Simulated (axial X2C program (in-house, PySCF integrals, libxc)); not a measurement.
**Spin–orbit effects along a row: molecules with Cs (ions), HF**

Computed with an in-house all-electron X2C program for linear molecules (integrals from PySCF), spin-free (one-electron X2C) or two-component (2c: spin–orbit coupling with atomic mean-field Coulomb and Gaunt terms, which also bring small scalar terms), in Dyall basis sets with cores contracted in-house; open shells are unrestricted.

Basis sets: Cl dyall-av3z, Cs dyall-cv3z, Na dyall-cv3z, P dyall-v3z, S dyall-av3z, Si dyall-v3z.

```json
{"molecule": "NaCs⁺", "spin-free state": "M_S = 1/2, Λ = 0", "Re (Å)": "4.753", "ωe (cm⁻¹)": "60.8", "De (eV)": "0.32", "2c state": "Ω = 1/2", "Re 2c (Å)": "4.752", "ωe 2c (cm⁻¹)": "60.9", "De 2c (eV)": "0.32"}
{"molecule": "CsSi⁺", "spin-free state": "M_S = 1, Λ = 1", "Re (Å)": "4.231", "ωe (cm⁻¹)": "60.1", "De (eV)": "0.09", "2c state": "Ω = 2", "Re 2c (Å)": "4.233", "ωe 2c (cm⁻¹)": "60.1", "De 2c (eV)": "0.07"}
{"molecule": "CsP⁺", "spin-free state": "M_S = 3/2, Λ = 0", "Re (Å)": "4.188", "ωe (cm⁻¹)": "42.3", "De (eV)": "0.06", "2c state": "Ω = 3/2", "Re 2c (Å)": "4.189", "ωe 2c (cm⁻¹)": "42.3", "De 2c (eV)": "0.06"}
{"molecule": "CsS⁺", "spin-free state": "M_S = 1, Λ = 0", "Re (Å)": "3.922", "ωe (cm⁻¹)": "65.0", "De (eV)": "0.19", "2c state": "Ω = 1", "Re 2c (Å)": "3.923", "ωe 2c (cm⁻¹)": "64.8", "De 2c (eV)": "0.18"}
{"molecule": "CsCl⁺", "spin-free state": "M_S = 1/2, Λ = 1", "Re (Å)": "3.891", "ωe (cm⁻¹)": "50.5", "De (eV)": "n/a", "2c state": "Ω = 3/2", "Re 2c (Å)": "3.891", "ωe 2c (cm⁻¹)": "50.6", "De 2c (eV)": "-0.07"}
```

Fragments in 2c: Cs+ + Na, Cs+ + Si, Cs+ + P, Cs+ + S, Cs+ + Cl. Each entry is the lowest single determinant of a limited PBE0 search at one distance. De goes to single-determinant-based atoms at the same level (for ions the charge split of lowest energy) and is withheld (n/a) where an atom does not fit its ground term or J level. Main or longest-lived isotopes. One determinant is a doubtful description, or other states lie close, for CsSi⁺, CsP⁺, CsS⁺, CsCl⁺; these need not be ground states, and all values refer to the states named. Some open-shell Ω = 0 determinants are out of reach, so the Ω given for CsSi⁺, CsS⁺ need not be the lowest component. With several unpaired electrons the Ω given is that of one determinant, not necessarily of the lowest component. Some light 2c atoms are not at their ground J level, so De misses part of their lowering (0.04 eV or less). Where the atoms have a lower orbital projection than the molecule, De at mean-field level may be about a tenth of an eV too small.
